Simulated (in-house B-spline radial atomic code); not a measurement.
Configurations of Ga⁺, with energies counted from [Ar] 3d10 4s2. Computed with a B-spline radial code for spherical atoms: Dirac-Hartree-Fock, average of configuration, Fermi nucleus of rms radius 3.9973 fm. Energies include first-order Breit, QED and recoil terms.

Occupations are held fixed; configurations that lie above the ionisation limit could autoionise.

```csv
configuration,E - E(ref) (eV),highest orbital,its <r> (bohr)
[Ar] 3d10 4s1 (4p1/2)1,5.6158,4p1/2,2.865
[Ar] 3d10 4s1 (6f7/2)1,17.236,6f7/2,23.89
[Ar] (3d3/2)3 (3d5/2)6 4s2 (4p1/2)1,19.721,4p1/2,2.62
[Ar] (3d3/2)3 (3d5/2)6 4s2 (7g7/2)1,33.608,7g7/2,31.74
[Ar] (3d3/2)3 (3d5/2)6 4s2 (8g9/2)1,33.868,8g9/2,42.99
[Ne] 3s2 (3p1/2)2 (3p3/2)3 3d10 4s2 (7f7/2)1,122.57,7f7/2,33.55
```

Problem. Order these further configurations by energy, lowest first.
A. [Ne] 3s2 (3p1/2)1 (3p3/2)4 3d10 4s2 (4f5/2)1
B. [Ar] 3d10 4s1 (5f5/2)1
C. [Ar] (3d3/2)4 (3d5/2)5 4s2 (4f5/2)1
D. [Ar] (3d3/2)4 (3d5/2)5 4s2 (6g7/2)1
E. [Ar] (3d3/2)4 (3d5/2)5 4s2 (5f7/2)1

Solution. B (16.568 eV), C (30.873 eV), E (32.101 eV), D (32.777 eV), A (123.88 eV).

Problem. How far above the reference does [Ar] 3d10 4s1 (7g7/2)1 lie?

Solution. 17.642 eV; its least bound orbital is 7g7/2 with <r> = 31.74 bohr.
